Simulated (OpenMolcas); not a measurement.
## Fe3+: effect of the ligand basis

Fe3+ with 6 ligands (fluoride) in octahedral coordination (Oh) at 1.96 Å. A charge of +0.5 e stands 3.2 Å behind each ligand.

```yaml
Program: OpenMolcas
Method: "SS-CASPT2, IPEA 0.25 Eh, imaginary shift 0.1 Eh (closed shells correlated: 3s 3p and the ligand valence shells)"
Spin-orbit_coupling: state interaction with AMFI integrals over the reference wave functions
```

Fixed: metal basis ANO-RCC-VTZP, active space 5 electrons in 5 orbitals (3d), DKH2 Hamiltonian.

States (labels of O, the rotations of Oh). Energies in cm-1 above the lowest state or level, χT in cm3 K/mol.

| Run | Ligand basis | Ground state | First gap with spin-orbit (degeneracies) | χT at 300 K | First state of another spin | Cost |
| --- | --- | --- | --- | --- | --- | --- |
| A | ANO-RCC-VDZP | 6A1 | 19970 (6, 2) | 4.384 | 4T1 20130 | roughly 5 core-minutes |
| B | ANO-RCC-VTZP | 6A1 | 20300 (6, 2) | 4.384 | 4T1 20460 | roughly 30 core-minutes |

Costs are those of the CASPT2 steps.

Roots that are degenerate in the reference are averaged as groups; the widest CASPT2 spread within a group is 370 cm-1 (the 3-fold group of multiplicity 2 near 43800 cm-1 above the lowest state of its run, A). Shifts and gaps below about the spread of the groups concerned are not significant. Over all roots computed the reference weight is 0.69 to 0.72 in A, 0.68 to 0.71 in B; a low but even weight reflects the number of correlated electrons. Ligand-to-metal charge-transfer states are missing. These CASPT2 states fit no ligand-field parameters well, so their order and spin gaps are uncertain. With no ligand orbital active B as a rule stays too high, so bands that hang on it stand too high and its fall with covalency is understated. With one d shell and no ligand orbital active, 10Dq can be off by a tenth or more. Free-ion shares, where given, are those of the reference states; single-state CASPT2 does not remix them. No measured value stands beside these numbers; the geometry was imposed, not optimised, and the real ion may take another.
